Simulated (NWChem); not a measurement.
**How basis sets differ on RbI (SMILES [Rb][I])**

RbI, singlet, SMILES `[Rb][I]`. Each level relaxes the structure for itself.

Quantity: the equilibrium bond length, in Å. The values are calculated.

**What was measured.** Huber and Herzberg, Constants of Diatomic Molecules gives the equilibrium bond length of the gas as 3.177 Å.

```tsv
level	kind	program	value (Å)	computed − measured
PBE0/def2-SVP (core potential)	global hybrid	NWChem	3.229	+0.052
PBE0/def2-SVPD (core potential)	global hybrid	NWChem	3.241	+0.064
PBE0/def2-TZVP (core potential)	global hybrid	NWChem	3.232	+0.055
PBE0/def2-TZVPD (core potential)	global hybrid	NWChem	3.234	+0.057
```

Nearest: PBE0/def2-SVP (core potential) (+0.052 Å); farthest: PBE0/def2-SVPD (core potential) (+0.064 Å).
